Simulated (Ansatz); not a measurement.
A trace of molecular dynamics of ClF3HOTa (7 atoms, charge 0, multiplicity 1).

Level of theory: Ansatz 0.2.0, RKS B3LYP-D4/def2-SVP.

```yaml
ensemble: NVT, Nosé–Hoover chain
set_temperature: 500 K
thermostat: time constant 100 fs, chain length 3 (defaults)
seed: 811867
```

| time (fs) | T (K) | potential energy less start (eV) | conserved less start (meV/atom) |
| --- | --- | --- | --- |
| 0 | 500 | 0.000 | 0.00 |
| 5 | 447 | 0.034 | 0.00 |
| 10 | 351 | 0.097 | 0.02 |
| 15 | 308 | 0.125 | 0.03 |
| 20 | 305 | 0.127 | 0.02 |
| 25 | 282 | 0.143 | 0.01 |
| 30 | 237 | 0.174 | 0.01 |
| 35 | 219 | 0.187 | 0.01 |
| 40 | 250 | 0.169 | 0.01 |
| 45 | 280 | 0.153 | 0.02 |
| 50 | 252 | 0.175 | 0.02 |
| 55 | 169 | 0.231 | 0.02 |
| 60 | 120 | 0.265 | 0.01 |
| 65 | 138 | 0.256 | 0.01 |
| 70 | 172 | 0.238 | 0.01 |
| 75 | 179 | 0.237 | 0.02 |
| 80 | 184 | 0.239 | 0.03 |
| 85 | 237 | 0.211 | 0.03 |
| 90 | 333 | 0.159 | 0.01 |
| 95 | 414 | 0.119 | 0.00 |
| 100 | 426 | 0.126 | 0.01 |
| 105 | 403 | 0.155 | 0.03 |
| 110 | 429 | 0.152 | 0.03 |
| 115 | 481 | 0.134 | 0.02 |
| 120 | 484 | 0.148 | 0.01 |
| 125 | 414 | 0.207 | 0.01 |

Can this run be trusted? Judge the integration.

The conserved energy stayed within 0.034 meV per atom of its start (net change 0.0091 meV per atom), so the integration is sound. The mean temperature of the second half is 35 % below the set value. A run of 0.12 ps of so small a system gives no equilibrium averages. The time step was 0.5 fs.

The run took 8.3 min on 4 threads of Arm Neoverse V1 (shared host), peak memory 0.27 GiB.
